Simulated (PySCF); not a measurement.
Polarisability and C₆ of Ir²⁺ (iridium, charge +2)

[Xe] 4f14 5d7, high-spin 4F determinant. All numbers are calculated (PySCF 2.14, scalar relativity through the core potential, in aug-cc-pVTZ-PP with ECP60MDF). Coupled (time-dependent) response in atomic units; α is the mean over directions.

```
   method  mean α (bohr³)  C₆ (like pair)  S(−4)
BHandHLYP           10.00           63.98  25.30
    M06-L           10.34           67.03  27.22
```

S(−4) is the Cauchy moment in α(ω) = α(0) + S(−4) ω² + …

Spin-orbit coupling is absent.

α(iu) at BHandHLYP:

```json
{"u (hartree)": "0", "α(iu) (bohr³)": "10.00"}
{"u (hartree)": "0.0500", "α(iu) (bohr³)": "9.938"}
{"u (hartree)": "0.100", "α(iu) (bohr³)": "9.759"}
{"u (hartree)": "0.200", "α(iu) (bohr³)": "9.143"}
{"u (hartree)": "0.300", "α(iu) (bohr³)": "8.364"}
{"u (hartree)": "0.500", "α(iu) (bohr³)": "6.854"}
{"u (hartree)": "0.750", "α(iu) (bohr³)": "5.382"}
{"u (hartree)": "1.00", "α(iu) (bohr³)": "4.311"}
{"u (hartree)": "1.50", "α(iu) (bohr³)": "2.915"}
{"u (hartree)": "2.00", "α(iu) (bohr³)": "2.081"}
{"u (hartree)": "3.00", "α(iu) (bohr³)": "1.191"}
{"u (hartree)": "5.00", "α(iu) (bohr³)": "0.5226"}
```

For an ion, C₆ is the dispersion term alone; charge-induced terms of lower order in 1/R come first.

Energies and moments cover only the electrons outside the core potential. Spin-orbit coupling, absent here, splits the open shell strongly.
